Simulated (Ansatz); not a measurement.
CH4BOSb from Hartree–Fock to CCSD(T)

```xyz
8

O    -0.8141    1.4910    0.4925
C    -0.4043    0.3647   -0.0910
B    -0.3025   -0.9260    0.6468
Sb    1.6195   -1.5703    0.0343
H    -0.7040    2.2444   -0.0979
H    -0.1240    0.4714   -1.1387
H    -0.8081   -1.1815    1.6937
H     1.5375   -0.8936   -1.5397
```

Charge 0, multiplicity 1. Correlated methods include outer-core shells of Sb, which these sets cover unevenly. Sb: def2 effective core potential. The bonds changed during the relaxation, so this is another structure than the one it started from. The geometry is a stationary point of PBE0-D4/def2-TZVP. It is one conformer, not always the lowest. Frozen core, restricted reference, Ansatz.

| basis | HF (Eh) | MP2 corr. | CCSD corr. | (T) | CCSD(T) total |
| --- | --- | --- | --- | --- | --- |
| def2-SVP | -378.80582 | -0.53377 | -0.56815 | -0.02350 | -379.39747 |
| def2-TZVPP | -378.98052 | -0.86514 | -0.87286 | -0.03904 | -379.89242 |
| def2-QZVPP | -378.98857 | -1.13975 | – | – | – |
